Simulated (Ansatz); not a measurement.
NiP₂HF₇⁺, that is trans-NiH(PF3)2F with one electron fewer: single points at one geometry.

```yaml
crystal:
  periodic: [false, false, false]
  atoms:
    - {symbol: Ni, position_ang: [-0.087351, -0.001223, 0.000913]}
    - {symbol: H, position_ang: [1.372633, 0.002386, 0.064344]}
    - {symbol: P, position_ang: [0.048407, 2.073653, 0.014243]}
    - {symbol: F, position_ang: [-0.568828, 2.854156, -1.235030]}
    - {symbol: F, position_ang: [1.462801, 2.812595, 0.087328]}
    - {symbol: F, position_ang: [-0.692101, 2.849863, 1.197366]}
    - {symbol: F, position_ang: [-1.891124, 0.000562, -0.076141]}
    - {symbol: P, position_ang: [0.068146, -2.074017, -0.009575]}
    - {symbol: F, position_ang: [-0.646538, -2.869690, 1.176879]}
    - {symbol: F, position_ang: [1.491589, -2.797512, 0.036776]}
    - {symbol: F, position_ang: [-0.557623, -2.850754, -1.257112]}
basis:
  gaussian: {orbitals: def2-TZVP, initial_orbitals: start.molden}
total_charge: 1
magnetization: {spin_polarized: true, initial_magnetization: 1}
hamiltonian: {xc: r2scan, dispersion: d4}
scf: {omitted_lower_state_checks: [starts]}
output: {orbitals: {seedname: orbitals}}
```

The file start.molden holds the orbitals of an earlier run on this structure, at another level or in another basis.

```sh
$ ansatz run in.yaml --threads 4 --pin off --events-out ev --progress --plain --max-ram 8704MiB
```

Shortened log:

```
Functional definition: r2SCAN
  name "r2SCAN"
  cite "Furness, Kaplan, Ning, Perdew & Sun, J. Phys. Chem. Lett. 11, 8208 (2020) doi:10.1021/acs.jpclett.0c02405"
  cite "Furness, Kaplan, Ning, Perdew & Sun, J. Phys. Chem. Lett. 11, 9248 (2020) doi:10.1021/acs.jpclett.0c03077"
  parent r2scan
  parameter k0 = 0.174
  parameter k1 = 0.065
  parameter a1 = 4.9479
  exchange = r2scan_x(k0 = k0, k1 = k1, a1 = a1)
  correlation = r2scan_c
these checks for a lower state are left out or cut short: starts
2123 factors; their error is unknown
mean field evaluation 1: about -78653.8273 eV, gradient 7.5e0 eV
mean field evaluation 2: about -78653.9961 eV, gradient 5.1e-1 eV
mean field evaluation 4: about -78653.9714 eV, gradient 1.7e-1 eV
mean field evaluation 8: about -78653.9715 eV, gradient 2.5e-4 eV
mean field evaluation 16: about -78653.9715 eV, gradient 1.1e-5 eV
mean field -78653.97147201 eV, -2890.4801380196 hartree, gradient 8.7e-6 eV, S^2 0.762010; 0 other end points of the search recorded, 0 dependent functions left out
reference -78653.97148298 eV, -2890.4801384228 hartree; 61, 60 occupied and 281, 282 virtual orbitals, 2123 factors
Total energy: -78654.05230468 eV, -2890.4831085657 hartree
Checks for a lower state left out: starts
```

Hardware: 4 threads of Intel Xeon Platinum 8175M on a shared host. Wall time 47 s, peak host memory 1.6 GiB.

First input, but with `hamiltonian: {xc: pbe, dispersion: d4}` (abridged; 23 s):

```
Functional definition: PBE
mean field evaluation 16: about -78630.8574 eV, gradient 2.4e-6 eV
mean field -78630.85738436 eV, -2889.6307109659 hartree, gradient 2.9e-6 eV, S^2 0.754652
Total energy: -78631.18534627 eV, -2889.6427633438 hartree
Checks for a lower state left out: starts
```

First input, but with `gaussian: {orbitals: def2-TZVP}`, `hamiltonian: {xc: pbe0, dispersion: d4}` (abridged; 2.2 min):

```
Functional definition: PBE0
mean field evaluation 16: about -78629.9995 eV, gradient 1.6e-1 eV
mean field evaluation 32: about -78630.4834 eV, gradient 7.6e0 eV
mean field -78630.63404775 eV, -2889.6225034969 hartree, gradient 8.0e-6 eV, S^2 0.764056
Total energy: -78630.91376604 eV, -2889.6327829543 hartree
Checks for a lower state left out: starts
```

Geometry: PBE-D4/def2-SVP, that of the neutral singlet.
